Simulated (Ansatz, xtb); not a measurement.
# Two isomers of FGeH3NO+

We compare X, `[NH3+][Ge](=[O])[F]`, a singlet, with Y, `[NH3+][O][Ge][F]`, a singlet. Both are isolated ions in the gas phase, relaxed with r2SCAN-D4/def2-SVP; the shapes shown needn't be the lowest conformers.

X (Å):

```xyz
7

F    -0.7544   -0.6925   -1.0482
Ge   -0.5997   -2.0443   -0.0348
N    -2.3016   -2.9233   -0.6085
O     0.3092   -2.7772    1.0793
H    -3.1246   -2.3281   -0.4259
H    -2.4329   -3.8119   -0.1017
H    -2.3081   -3.1296   -1.6196
```

Y (Å):

```xyz
7

F    -1.2999   -0.0270   -1.2407
Ge   -1.6703   -1.5603   -2.0534
N    -0.8562   -1.7120    0.6643
O    -1.2514   -2.4582   -0.4392
H    -1.5099   -1.8815    1.4462
H    -0.8495   -0.6949    0.4177
H     0.0876   -2.0098    0.9608
```

Q: Which of the two would you expect CCSD(T)/def2-TZVP electronic energies to favour?

A: Structure Y; the calculation gives E(Y) − E(X) = −15.8 kJ/mol.

How the difference moves with the method:

```
                       level            geometry  E(Y) − E(X) (kJ/mol)  departure from the last row (kJ/mol)  job, with rough time for the two
                    GFN2-xTB            GFN2-xTB                  −146.5                                −130.7              optimisation, 0.17 s
                   HF/STO-3G            GFN2-xTB                    +3.0                                 +18.8              single point, 0.58 s
r2SCAN-D4/def2-SVP//GFN2-xTB            GFN2-xTB                   −47.0                                 −31.2               single point, 2.7 s
          r2SCAN-D4/def2-SVP  r2SCAN-D4/def2-SVP                   −47.1                                 −31.3                optimisation, 41 s
                HF/def2-TZVP  r2SCAN-D4/def2-SVP                   −76.6                                 −60.8           part of the CCSD(T) run
               MP2/def2-TZVP  r2SCAN-D4/def2-SVP                   +14.4                                 +30.2           part of the CCSD(T) run
           CCSD(T)/def2-TZVP  r2SCAN-D4/def2-SVP                   −15.8                                                      single point, 81 s
```

As drawn, Y has 1 N–O, 1 Ge–O in place of 1 Ge–N, 1 Ge=O.

HF/STO-3G, MP2/def2-TZVP put the two in the other order. The largest departure from CCSD(T)/def2-TZVP is that of GFN2-xTB, 130.7 kJ/mol.

With harmonic frequencies from r2SCAN-D4/def2-SVP (ideal gas, rigid rotor, one conformer each, 298.15 K, 1 atm): on the last row, ΔE + ΔZPE = −9.4 kJ/mol. A mode under 50 cm⁻¹ makes harmonic enthalpies and free energies unreliable, so none is given.

The correlated steps freeze 12 core orbitals; the filled d shell of Ge is correlated, in a basis made for valence electrons. Run with Ansatz 0.2.0, xtb 6.7.1; the last row on 2 threads of Intel(R) Xeon(R) Platinum 8259CL CPU @ 2.50GHz (Skylake/Cascade Lake) on a shared host.
